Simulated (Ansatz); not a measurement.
Start from `ClC[SiH](Cl)I` and change one atom or group to get `Cl[SiH](Cl)I`.

Ansatz, PBE0-D4/def2-TZVP geometries, multiplicity 1. Each molecule was computed in one conformer, which needn't be the lowest.

Elements past krypton have def2 core potentials.

| property | `ClC[SiH](Cl)I` |
| --- | --- |
| LUMO energy (PBE/def2-TZVPP) / eV | -1.62 |
| HOMO–LUMO gap (ωB97M-V/def2-TZVPP) / eV | 11.15 |
| HOMO energy (ωB97M-V/def2-TZVPP) / eV | -10.06 |
| HOMO energy (PBE/def2-TZVPP) / eV | -6.75 |
| ideal-gas entropy at 298 K and 1 bar (rigid rotor, harmonic PBE0-D4/def2-TZVP) / J/(mol·K) | 382 |
| LUMO energy (ωB97M-V/def2-TZVPP) / eV | 1.09 |

Task: What does the change do to each property? (Estimate.)

Result: Ansatz gave: 
```
                                                                                  property  `Cl[SiH](Cl)I`  shift
                                                         LUMO energy (PBE/def2-TZVPP) / eV           -1.97  -0.35
                                                   HOMO–LUMO gap (ωB97M-V/def2-TZVPP) / eV           11.05  -0.10
                                                     HOMO energy (ωB97M-V/def2-TZVPP) / eV          -10.26  -0.20
                                                         HOMO energy (PBE/def2-TZVPP) / eV           -6.97  -0.22
ideal-gas entropy at 298 K and 1 bar (rigid rotor, harmonic PBE0-D4/def2-TZVP) / J/(mol·K)             344    -38
                                                     LUMO energy (ωB97M-V/def2-TZVPP) / eV            0.79  -0.30
```

With PBE0 the HOMO falls by 0.21 eV and the LUMO falls by 0.34 eV, so the gap narrows by about 0.13 eV. PBE moves the HOMO by -0.22 eV and ωB97M-V by -0.20 eV. The zero-point energy changes by -70.5 kJ/mol with -9 modes. Modes under 60 cm⁻¹, often nearly free rotors, make the harmonic entropy too high.

Spin–orbit coupling is left out; it splits and shifts lone-pair levels of the heavy atoms by tenths of an eV.
